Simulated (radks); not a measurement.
Valence configurations of Mn I (all share [Ar]). Calculated with a radial shooting solver on a logarithmic mesh with Libxc functionals: scalar-relativistic Kohn-Sham, PBE, spin-unpolarised, spherical densities, finite nucleus; Fermi nuclear charge, rms radius 3.7057 fm. Energies are relative to 3d5 4s2; eigenvalues in eV.

valence          E (eV)    e(3d)   e(4p)   e(4s)
3d5 4s2           0.000   -6.771       -  -5.107
3d4.5 4s2 4p0.5   3.278   -9.783  -2.024  -6.179
3d7               1.149   -1.498       -       -
3d6 4s1          -0.358   -3.374       -  -4.133
3d4 4s2 4p1       7.801  -12.995  -2.623  -7.188
3d5 4s1 4p1       3.858   -8.334  -2.119  -6.094
3d5 4s0.5 4p1.5   5.870   -9.033  -2.436  -6.510
3d5 4s1.5 4p0.5   1.898   -7.588  -1.772  -5.632
3d5 4p2           7.930   -9.696  -2.728       -
3d6 4s0.5 4p0.5   1.275   -4.168  -1.361  -4.695

NIST lists [Ar] 3d5 4s2 as the ground configuration; this level of theory puts 3d6 4s1 lower, by 0.358 eV. The energies are those of spherical spin-averaged densities, not of single terms.
